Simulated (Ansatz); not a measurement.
Reaction (redistribution): `[F][AlH][SeH]` + `C[O][In]([OH])[Br]` → `C[O][AlH][SeH]` + `[OH][In]([F])[Br]`

Isolated molecules relaxed with PBE0-D4/def2-TZVP in Ansatz; ΔE leaves out vibrations. CBS: MP2 limit from def2 TZ/QZ plus the TZ coupled-cluster correction, frozen cores. Functionals use def2-TZVPP. def2 core potentials past Kr. For Br, In, Se outer-core shells are correlated without core-valence functions, which leaves a few kJ/mol of doubt a bond. Scalar relativity is left out up to krypton. Each species was taken in one conformer, which may not be the lowest.

| species | r2SCAN-D4 energy (Eh) |
| --- | --- |
| `[F][AlH][SeH]` | -2745.11927 |
| `C[O][In]([OH])[Br]` | -2955.37060 |
| `C[O][AlH][SeH]` | -2760.35931 |
| `[OH][In]([F])[Br]` | -2940.12431 |

(1) Work out ΔE.

Largest T1 diagnostic among the species: 0.015.

Answers

(1) ΔE = (-2760.35931) + (-2940.12431) − (-2745.11927) − (-2955.37060) = 0.00625 Eh = +3.9 kcal/mol. CCSD(T)/CBS gives +5.9 kcal/mol.

In def2-TZVPP, CCSD(T) changes the Hartree–Fock value by +2.9 kcal/mol (the triples alone add +0.3 kcal/mol) and MP2 by +3.4 kcal/mol.
